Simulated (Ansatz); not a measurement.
def2 core potentials replace the inner electrons of Sb.

Cartesian coordinates (Å):
```xyz
5

O      1.2111    -0.2468    -0.6314
Sb    -0.1178     1.2459    -0.4222
O     -1.5214     0.1526     0.5043
H      1.7478    -0.3622     0.1668
H     -1.3196    -0.7895     0.3825
```
Charge 0, spin multiplicity 2.

Problem. What highest occupied spin orbital, dipole moment and total energy does PBE0-D3(BJ)/def2-TZVP // B3LYP-D3(BJ)/def2-SVP (Ansatz, a program for electronic structure) give?

Solution. 
```json
{
 "highest_occupied_spin_orbital": "-5.71 eV",
 "dipole_moment": "1.41 D",
 "total_energy": "-10662.37 eV"
}
```
